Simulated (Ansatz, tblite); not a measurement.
Removing an electron: Al5As4H16⁻, a cluster cut from zinc blende AlAs (hydrogen-capped). Charge -1, multiplicity 1. Geometry: PBE-D4/def2-SVP. Ansatz, gas phase; energy differences of separate SCF runs; the oxidised species was run as a doublet alone.

Cartesian coordinates in Å:
```
As 1.125 1.847 0.439
As -2.232 0.279 1.287
As -0.104 -0.103 -2.589
As 0.744 -1.988 0.603
Al 1.017 2.112 -2.042
Al -0.983 2.467 1.624
Al 2.354 -0.178 1.307
Al -1.438 -2.078 1.812
Al 0.574 -2.437 -1.847
H 2.047 3.007 0.829
H -2.728 0.269 -0.158
H -3.615 0.443 1.919
H -0.298 -0.148 -4.106
H -1.587 0.055 -2.254
H 1.422 -3.268 1.101
H 0.017 3.289 -2.505
H 2.475 2.013 -2.724
H -1.814 3.622 0.864
H -0.771 2.577 3.218
H 2.406 -0.114 2.918
H 3.734 -0.350 0.491
H -1.243 -2.098 3.412
H -2.486 -3.104 1.140
H 2.020 -2.678 -2.519
H -0.637 -3.435 -2.220
```

The xTB rows come from tblite. Single mean-field runs in def2-TZVP are fitted with def2-universal-jkfit. HOMO above LUMO, or a gap near zero within one spin, warns that the state may not be the lowest or that an electron is smeared out.

```json
{"level": "GFN1-xTB", "−HOMO (eV)": "7.20", "vertical IE (eV)": "9.05", "−LUMO (eV)": "2.91", "HOMO–LUMO gap (eV)": "4.29", "remarks": "–"}
{"level": "GFN2-xTB", "−HOMO (eV)": "6.52", "vertical IE (eV)": "8.47", "−LUMO (eV)": "3.56", "HOMO–LUMO gap (eV)": "2.96", "remarks": "–"}
{"level": "PBE-D4/def2-TZVP", "−HOMO (eV)": "3.20", "vertical IE (eV)": "5.07", "−LUMO (eV)": "-0.91", "HOMO–LUMO gap (eV)": "4.11", "remarks": "gap within one spin near zero (doublet)"}
{"level": "PBE0-D4/def2-TZVP", "−HOMO (eV)": "4.26", "vertical IE (eV)": "5.58", "−LUMO (eV)": "-1.63", "HOMO–LUMO gap (eV)": "5.90", "remarks": "–"}
```

Run but left out: LDA (SPW92)/def2-TZVP (neutral doublet: an occupied level 0.01 eV above an empty one).  Raw xTB energy differences between charge states are shifted by several eV; the methods need an empirical correction for them.
